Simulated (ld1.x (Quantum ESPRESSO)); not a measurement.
**Which change was made? (Ce, RRKJ)**

```
Element                 : Ce (Z = 58)
Generator               : ld1.x (Quantum ESPRESSO) 7.5
Type                    : norm-conserving RRKJ (Kleinman–Bylander form)
Functional              : PBE
Relativity              : fully relativistic
Frozen core             : [Xe]
Valence charge          : 4
Reference configuration : 4f1 5d0 6s0 6p0 (charge +3)
Partial waves           : 6p (bound, empty): rc 3.20 bohr; 5d (bound, empty): rc 3.60 bohr; 4f (bound): rc 1.65 bohr; 6s (bound, empty): rc 2.60 bohr
Local potential         : the s channel
Core correction         : none
```

Open shells are filled in proportion to 2j + 1 (rel_dist='average').

Cutoffs, loose and tight: the cutoffs (Ry, on a coarse ladder) from which the occupation-weighted sum of valence levels, in a spherical-Bessel basis at the reference potential, stays within 10 and 1 mRy of its value at 400 Ry. They do not see the model core or the augmentation charge, which bear on the density cutoff. Test errors are all-electron minus pseudo excitation energies from the reference, over the configurations 4f1 5d1 6s2 6p0; 4f1 5d1 6s1 6p0; 4f1 5d1 6s0 6p0; 4f1 5d0 6s2 6p0; 4f2 5d0 6s1 6p0; 4f0 5d1 6s2 6p0; 4f2 5d1 6s0 6p0; variants that change the core or the reference have their own tests. The largest error is taken over the tests solved by every variant that gives reliable tests at all, those not shown here included: 4f0 5d1 6s2 6p0; 4f1 5d0 6s2 6p0; 4f1 5d1 6s1 6p0; 4f2 5d1 6s0 6p0.

The base gives: outcome: generated; cutoff, loose: 80 Ry; cutoff, tight: 110 Ry; bound ghosts: s (extra level of the local part); largest test error (meV): +4862.

Question: After one change the result is: outcome: generated; cutoff, loose: 55 Ry; cutoff, tight: 80 Ry; bound ghosts: s (extra level of the local part); largest test error (meV): +5190. Which change was it?
A. wave 4f (bound): rc 1.65 bohr becomes 4f (bound): rc 1.94 bohr
B. wave 4f (bound): rc 1.65 bohr becomes 4f (bound): rc 2.46 bohr
C. wave 4f (bound): rc 1.65 bohr becomes 4f (bound): rc 1.08 bohr

Answer: A. The others give: wave 4f (bound): rc 1.65 bohr becomes 4f (bound): rc 2.46 bohr → outcome: generated; cutoff, loose: 35 Ry; cutoff, tight: 50 Ry; bound ghosts: s (extra level of the local part); largest test error (meV): +5470 | wave 4f (bound): rc 1.65 bohr becomes 4f (bound): rc 1.08 bohr → outcome: generated; cutoff, loose: 180 Ry; cutoff, tight: 200 Ry; bound ghosts: s (extra level of the local part); largest test error (meV): +4203.
